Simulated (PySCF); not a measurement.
BClH₃ (charge -1).
Atom-mapped SMILES: `[BH3-:1][Cl:2]` (hydrogens: H3, H4, H5 on B1)

Method used: PySCF 2.14.0, PBE0-D3(BJ)/def2-SVP geometry optimisation, gas phase.

(1) Give the optimised bond lengths and angles.

Results:

(1) 
```csv
bond,length (bohr),order
B1–Cl2,3.673,single
"B1–H3, B1–H4, B1–H5",2.341,single
```

Bonds in one row agree within 0.02 bohr and their mean is given. Orders are formal, as drawn. A selection of angles:
```csv
angle,degrees
Cl2–B1–H3,108.1
H3–B1–H4,110.8
```

B1 (four-coordinate boron) is tetrahedral (angles from 108.1° to 110.8°).

Point group: C3v (every atom within 0.08 Å of its image). No frequency check. The geometry's basis has no diffuse functions, a weakness for an anion.

---

Species: silaneselenol, H₄SeSi.
Atom-mapped SMILES: `[SiH3:1][SeH:2]` (hydrogens: H3, H4, H5 on Si1; H6 on Se2)

Computed with PBE0-D3(BJ)/def2-SVP geometry optimisation, gas phase in PySCF 2.14.0.

(1) List the bond lengths and angles at this level.

Results:

(1) 
```
                  bond  length (bohr)
               Si1–Se2          4.317
Si1–H3, Si1–H4, Si1–H5          2.820
                Se2–H6          2.781
```

Bonds in one row agree within 0.02 bohr and their mean is given. A selection of angles:
```
     angle  degrees
Se2–Si1–H3    111.8
Se2–Si1–H5    104.8
 H3–Si1–H4    108.8
Si1–Se2–H6     93.3
```

Si1 (SiH3 silicon) is distorted tetrahedral (angles from 104.8° to 111.8°).

Point group: Cs (tolerance 0.08 Å). Not checked by PBE0-D3(BJ)/def2-SVP frequencies.

---

Species: PO4 (charge -3).
Bonds: O1–P2 (double), P2–O3, P2–O4, P2–O5.

Structure optimised with GFN2-xTB, isolated species.

What internal coordinates does the optimisation give?

```tsv
bond	length (pm)
O1=P2 and 3 like bonds	158.5
```

Bonds in one row agree within 1 pm and their mean is given. A selection of angles:
```tsv
angle	degrees
O1–P2–O3	109.5
```

All 4 O–P bonds measure 1.585 Å. P2 (phosphoryl phosphorus) is tetrahedral (all angles 109.5°).

Point group: Td (every atom within 0.08 Å of its image). Whether it is a minimum is left open (no frequencies). Whether so highly charged an anion holds all its electrons in the gas phase wasn't checked; a finite basis holds them in any case. The ion is multiply charged and computed without counter-ions or solvent.

---

Au(PF3)I (singlet state).
Bonds: Au1–P2, Au1–I6, P2–F3, P2–F4, P2–F5.

Theory: PySCF, PBE0-D3(BJ)/def2-SVP geometry optimisation, gas phase, def2 core potentials past Kr.

Problem. Give the optimised bond lengths and angles.

Solution. 
```csv
bond,length (Å)
Au1–P2,2.222
Au1–I6,2.558
"P2–F3, P2–F4, P2–F5",1.572
```

Bonds in one row agree within 0.01 Å and their mean is given. A selection of angles:
```csv
angle,degrees
P2–Au1–I6,178.8
Au1–P2–F3,117.3
Au1–P2–F4,118.7
F3–P2–F4,99.6
```

P2 (phosphorus bonded to Au and 3 F) is distorted tetrahedral (angles from 99.5° to 118.7°). All 3 F–P bonds measure 1.572 Å.

Whether it is a minimum is left open (no frequencies).

Hardware: x86-64 server, one thread, shared host. Cost: 66 s of wall time. That covers the optimisation of the geometry.
